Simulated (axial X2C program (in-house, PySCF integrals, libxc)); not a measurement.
**Testing model relations on CoO⁺**

A bond curve at the PBE0 level, two-component, was computed with an in-house relativistic program for diatomic molecules (basis Co dyall-cv3z [9s10p6d3f2g], O dyall-av3z [7s6p3d2f] (cores contracted in-house)) for the state Ω = 4 (⟨Sz⟩ = 2.00, ⟨Lz⟩ = 2.00 at PBE0). Its fit gives Re = 1.6107 Å, ωe = 804.5 cm⁻¹, ωexe = 7.05 cm⁻¹ and αe = 5.873e-03 cm⁻¹; the masses are 58.9332 and 15.9949 u. Two-component means X2C with spin–orbit coupling and atomic mean-field Coulomb and Gaunt terms.

Problem. Find the reduced mass, Be and the force constant.

Solution. From the PBE0 values: μ = 12.5805 u. Be = 16.8576/(μ Re²) = 0.5165 cm⁻¹. k = 5.8918×10⁻⁷ μ ωe² = 4.8 mdyn/Å.

Problem. Where do the fundamental and the first overtone lie?

Solution. ν(1←0) = ωe − 2ωexe = 790.4 cm⁻¹; ν(2←0) = 2ωe − 6ωexe = 1566.7 cm⁻¹.

Problem. Estimate the centrifugal constant by the Kratzer relation.

Solution. D = 4Be³/ωe² = 8.52e-07 cm⁻¹.

Problem. A Morse curve ties αe to the other constants (Pekeris). How well does that hold?

Solution. αe(Morse) = 6Be²/ωe × (√(ωexe/Be) − 1) = 5.361e-03 cm⁻¹; the PBE0 curve gives 5.873e-03 cm⁻¹, a ratio of 0.91.

One determinant describes the state; a PBE0 search over occupations chose it and may have missed a lower one. Density functionals use the spin component along the axis (collinear). The functionals have no current-density term, which raises determinants with orbital currents, atoms included. With several unpaired electrons one determinant need not be a pure state. Open-shell Ω = 0 determinants with evenly filled partner blocks cannot be reached by this program, so the Ω shown need not be the lowest component.
